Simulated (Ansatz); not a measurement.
Reaction (silylene loss): `O=C(O)O[SiH2][SiH3]` → `O=C(O)O[SiH3]` + `[SiH2]`

Gas-phase electronic energies from Ansatz, PBE0-D4/def2-TZVP geometries. CCSD(T)/CBS adds triple-zeta CCSD(T) − MP2 to the extrapolated MP2 energy (def2 sets, frozen cores). This one scheme is used for every species. DFT in def2-TZVPP. B3LYP here is the variant with VWN-RPA as its local correlation; programs differ in this. Each species was taken in one conformer, which may not be the lowest.

```
             level  ΔE (eV)  difference from CCSD(T)/CBS
            PBE-D4     2.61                         0.17
         r2SCAN-D4     2.70                         0.26
           PBE0-D4     2.66                         0.22
          B3LYP-D4     2.42                        -0.02
           ωB97X-V     2.57                         0.13
           ωB97M-V     2.37                        -0.07
            B2PLYP     2.36                        -0.08
               PBE     2.52                         0.08
            r2SCAN     2.67                         0.23
              PBE0     2.57                         0.13
             B3LYP     2.26                        -0.18
     HF/def2-TZVPP     2.13                        -0.31
    MP2/def2-TZVPP     2.50                         0.06
SCS-MP2/def2-TZVPP     2.36                        -0.08
   CCSD/def2-TZVPP     2.30                        -0.14
CCSD(T)/def2-TZVPP     2.36                        -0.08
     HF/def2-QZVPP     2.13                        -0.31
    MP2/def2-QZVPP     2.55                         0.11
SCS-MP2/def2-QZVPP     2.41                        -0.03
      HF/CBS(def2)     2.13                        -0.31
     MP2/CBS(def2)     2.58                         0.14
    CCSD/CBS(def2)     2.38                        -0.06
       CCSD(T)/CBS     2.44                            0
```

Largest T1 diagnostic among the species: 0.015.

In def2-TZVPP, CCSD(T) changes the Hartree–Fock value by +0.24 eV (the triples alone add +0.06 eV) and MP2 by +0.37 eV. The D4 term adds +0.16 eV with B3LYP and +0.09 eV with PBE0; it sums over pairs of atoms, weighted by their polarisabilities, and B3LYP, whose exchange is more repulsive, gets the larger term.
